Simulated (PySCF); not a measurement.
Problem. What does the PBE0-D3(BJ)/def2-SVP structure of `[GeH3][C]#[C][GeH3]` look like in three dimensions?

Solution. 
```xyz
10
C2H6Ge2 angstrom
Ge     2.3565   -0.2326    0.2345
C      0.4624   -0.1179    0.1139
C     -0.7560   -0.0454    0.0357
Ge    -2.6501    0.0685   -0.0885
H      2.7513   -1.6947    0.4871
H      2.8336    0.6512    1.3964
H      2.9663    0.2592   -1.0865
H     -3.2575   -0.2681    1.2812
H     -3.0346    1.4968   -0.5010
H     -3.1378   -0.9352   -1.1436
```

Any rigid rotation of these coordinates is as good. Atoms count from 1 in this order. The 4 heavy atoms lie on one line within 0.05 Å. Ge1 (germanium bonded to C and 3 H) is tetrahedral (angles from 108.8° to 110.1°).

Bonds between heavy atoms (Å): Ge1–C2 1.901, C2≡C3 1.223, C3–Ge4 1.902.

Computed with PySCF 2.14.0, PBE0-D3(BJ)/def2-SVP geometry optimisation, gas phase.

Point group: near D3d, missed by 0.16 Å at most; the miss may be what the optimiser left on a soft mode (D3 holds within 0.08 Å). Stationary, but not proved a minimum.
